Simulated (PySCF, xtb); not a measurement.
Ta(S)(F)2(OH) (F₂HOSTa), SMILES [Ta]([OH])([F])([F])=[S], multiplicity 1. Other conformers were not sampled.

Harmonic wavenumbers (cm⁻¹) from GFN2-xTB (xtb 6.7.1) at its own minimum, in rising order: 55, 121, 144, 151, 175, 354, 359, 411, 442, 516, 586, 3632.

### Question
What does PBE0-D3(BJ)/def2-SVP run with PySCF 2.14.0 give at its own minimum? (An estimate is asked for; the answer gives what the named calculation found.)

### Answer
160, 168, 186, 191, 197, 405, 496, 557, 698, 703, 761, 3932. Paired by order, the mean absolute difference is 125 cm⁻¹ and the zero-point energies are 9.9 and 12.1 kcal/mol.
